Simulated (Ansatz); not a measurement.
`N[SiH](S)I`. Total charge 0; spin multiplicity 1. I takes the def2 core potential. All single points use the PBE0-D4/def2-TZVP geometry. It is one conformer, not always the lowest.

```xyz
8

N    -0.316   -1.133   -0.842
Si    0.245    0.307   -0.141
S    -1.454    1.182    0.788
I     2.027    0.082    1.553
H     0.210   -1.574   -1.579
H    -0.825   -1.805   -0.290
H     0.855    1.117   -1.216
H    -0.741    1.824    1.727
```

(1) What is the dipole moment at B3LYP/def2-TZVPP? (Best estimate.)

(2) And with PBE, r2SCAN, ωB97M-V? (An estimate is asked.)

(3) Give the Mulliken charges with B3LYP, PBE, ωB97M-V in def2-TZVPP. (Estimate.)

## Answers

(1) Ansatz gave: 1.54 D, with components (-0.28, -1.19, -0.95) D in this frame, pointing from negative to positive charge.

(2) The calculation gave: PBE 1.58 D, r2SCAN 1.58 D, ωB97M-V 1.56 D.

(3) Ansatz gave: 
```json
{"atom": "N1", "B3LYP": "-0.37", "PBE": "-0.36", "ωB97M-V": "-0.34"}
{"atom": "Si2", "B3LYP": "0.47", "PBE": "0.38", "ωB97M-V": "0.38"}
{"atom": "S3", "B3LYP": "-0.25", "PBE": "-0.23", "ωB97M-V": "-0.22"}
{"atom": "I4", "B3LYP": "-0.21", "PBE": "-0.19", "ωB97M-V": "-0.19"}
{"atom": "H5", "B3LYP": "0.14", "PBE": "0.16", "ωB97M-V": "0.12"}
{"atom": "H6", "B3LYP": "0.15", "PBE": "0.16", "ωB97M-V": "0.13"}
{"atom": "H7", "B3LYP": "-0.06", "PBE": "-0.05", "ωB97M-V": "-0.01"}
{"atom": "H8", "B3LYP": "0.12", "PBE": "0.13", "ωB97M-V": "0.13"}
```

B3LYP here is the variant with VWN-RPA as its local correlation; programs differ in this.
